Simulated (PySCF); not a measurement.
# Tl (thallium, neutral) across methods

[Xe] 4f14 5d10 6s1 6p1 7s1, high-spin 4P determinant (an excited configuration). Computed with PySCF 2.14 in aug-cc-pwCVDZ-PP with ECP60MDF (6s5p4d1f, 48 functions), with scalar relativity through the core potential. The B2PLYP total includes its PT2 part (frozen core); its orbital energies are those of the SCF part.

```
 method  E (hartree)  mean ε 6s α (eV)  mean ε 6p α (eV)  mean ε 7s α (eV)  Σ⟨r²⟩ (bohr²)   ⟨S²⟩
    UHF   -171.22212           -17.715            -8.828            -2.794          103.1  3.754
   PBE0    -172.1508           -15.002            -6.583            -2.163          101.2  3.752
 B2PLYP    -171.8310           -15.950            -7.299            -2.265          101.8  3.752
    PBE    -172.1781           -13.818            -5.681            -1.856          100.8  3.751
 r2SCAN    -172.2236           -14.276            -6.038            -1.821          101.0  3.753
 PBEsol    -171.9778           -13.926            -5.708            -1.855          100.7  3.752
   MN15    -171.8153           -16.068            -7.144            -2.084          99.89  3.751
    LDA    -171.8870           -14.123            -5.790            -1.893          99.97  3.751
r2SCANh    -172.2029           -14.720            -6.368            -1.935          101.0  3.753
```

Energies and moments cover only the electrons outside the core potential. Spin-orbit coupling, absent here, splits the open shell strongly. The outer electron is Rydberg-like, and this basis confines it to a smaller radius and binds it less than a complete one would.
